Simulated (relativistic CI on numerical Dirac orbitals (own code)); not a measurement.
d3 in a ligand field

Computed with a parametric ligand-field model of a d^n configuration (Racah B and C, spin-orbit zeta, crystal field), exact diagonalisation.

Field parameters in Wybourne normalisation: Td as Oh with Dq negative (B⁴₀ = 21Dq, B⁴₄ = √(5/14) B⁴₀). The field is a parameter set, without covalency.

**Question.** Ground term and bands for B = 810, C = 4090, ζ = 0 cm⁻¹, Td, 10Dq = -4460 cm⁻¹?

**Answer.** Ground term 4T1 with 1.89 electrons in the two orbitals of the cubic e set. Spin-allowed: 4T2 3780 cm⁻¹ (2646 nm), 4A2 8240 cm⁻¹ (1214 nm), 4T1 15249 cm⁻¹ (656 nm). Lowest spin-forbidden: 2E 13592 cm⁻¹ (736 nm), 2T1 16605 cm⁻¹ (602 nm), 2T2 16692 cm⁻¹ (599 nm).

**Question.** Ground term and bands for B = 810, C = 4090, ζ = 0 cm⁻¹, Td, 10Dq = -3730 cm⁻¹?

**Answer.** Ground term 4T1 with 1.87 electrons in the two orbitals of the cubic e set. Spin-allowed: 4T2 3137 cm⁻¹ (3188 nm), 4A2 6867 cm⁻¹ (1456 nm), 4T1 14694 cm⁻¹ (681 nm). Lowest spin-forbidden: 2E 14203 cm⁻¹ (704 nm), 2T2 16581 cm⁻¹ (603 nm), 2T1 16582 cm⁻¹ (603 nm).

**Question.** Ground term and bands for B = 810, C = 4090, ζ = 0 cm⁻¹, Td, 10Dq = -8100 cm⁻¹?

**Answer.** Ground term 4T1 with 1.92 electrons in the two orbitals of the cubic e set. Spin-allowed: 4T2 7076 cm⁻¹ (1413 nm), 4A2 15176 cm⁻¹ (659 nm), 4T1 18202 cm⁻¹ (549 nm). Lowest spin-forbidden: 2E 10286 cm⁻¹ (972 nm), 2T1 16545 cm⁻¹ (604 nm), 2T2 16978 cm⁻¹ (589 nm).

**Question.** Ground term and bands for B = 810, C = 4090, ζ = 0 cm⁻¹, Td, 10Dq = -5180 cm⁻¹?

**Answer.** Ground term 4T1 with 1.89 electrons in the two orbitals of the cubic e set. Spin-allowed: 4T2 4420 cm⁻¹ (2262 nm), 4A2 9600 cm⁻¹ (1042 nm), 4T1 15811 cm⁻¹ (632 nm). Lowest spin-forbidden: 2E 12964 cm⁻¹ (771 nm), 2T1 16610 cm⁻¹ (602 nm), 2T2 16779 cm⁻¹ (596 nm).

**Question.** Ground term and bands for B = 810, C = 4090, ζ = 0 cm⁻¹, Td, 10Dq = -810 cm⁻¹?

**Answer.** Ground term 4T1 with 1.82 electrons in the two orbitals of the cubic e set. Spin-allowed: 4T2 656 cm⁻¹, 4A2 1466 cm⁻¹, 4T1 12653 cm⁻¹ (790 nm). Lowest spin-forbidden: 2E 15775 cm⁻¹ (634 nm), 2T2 15824 cm⁻¹ (632 nm), 2T1 15981 cm⁻¹ (626 nm).
